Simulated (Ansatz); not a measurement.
Basis-set series for C4H12GeO4 (`C[O][Ge]([O]C)([O]C)[O]C`). The species carries charge 0 and has multiplicity 1. All single points use the PBE0-D4/def2-TZVP geometry. It is one conformer, not always the lowest.

| functional | basis | functions | energy (Eh) | HOMO (eV) | LUMO (eV) |
| --- | --- | --- | --- | --- | --- |
| PBE0-D4 | def2-SVP | 204 | -2536.22181 | -7.96 | 0.57 |
| PBE0-D4 | def2-TZVPP | 464 | -2537.02946 | -8.09 | 0.27 |
| ωB97M-V | def2-SVP | 204 | -2536.67956 | -10.38 | 2.53 |
| ωB97M-V | def2-TZVPP | 464 | -2537.50457 | -10.54 | 2.11 |

(1) Give the rows for def2-QZVPP. (Best estimate.)

Answers

(1) Computed: 
| functional | basis | functions | energy (Eh) | HOMO (eV) | LUMO (eV) |
| --- | --- | --- | --- | --- | --- |
| PBE0-D4 | def2-QZVPP | 905 | -2537.10172 | -8.13 | 0.09 |
| ωB97M-V | def2-QZVPP | 905 | -2537.57432 | -10.58 | 1.62 |

Positive LUMOs are unbound and depend on the basis. Scalar relativity is left out up to krypton.
